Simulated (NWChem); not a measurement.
# Atomisation of H2

SMILES: [H][H]
```xyz
2

H      0.0000     0.0000     0.3842
H      0.0000     0.0000    -0.3842
```
Charge 0, spin multiplicity 1.

The numbers come from NWChem runs, not from measurements. Structure: optimised with PBE/def2-SVP, a minimum by its harmonic frequencies.

Basis set: def2-QZVP. The atomisation energy is electronic alone: no zero-point, thermal, spin-orbit or counterpoise terms. No value is extrapolated to the basis-set limit. Free atoms are single determinants with multiplicities H 2.

B3LYP has NWChem's definition, with VWN1-RPA local correlation. The structure started from a generated list of species. No SCF solution was tested for a lower state.

**Question.** For the atomisation energy, HF gives 83.3 kcal/mol and LDA (SVWN5) gives 113.3 kcal/mol. What do PBE0, PBE, B3LYP give?

**Answer.** PBE0: 104.2 kcal/mol; PBE: 104.5 kcal/mol; B3LYP: 110.1 kcal/mol.
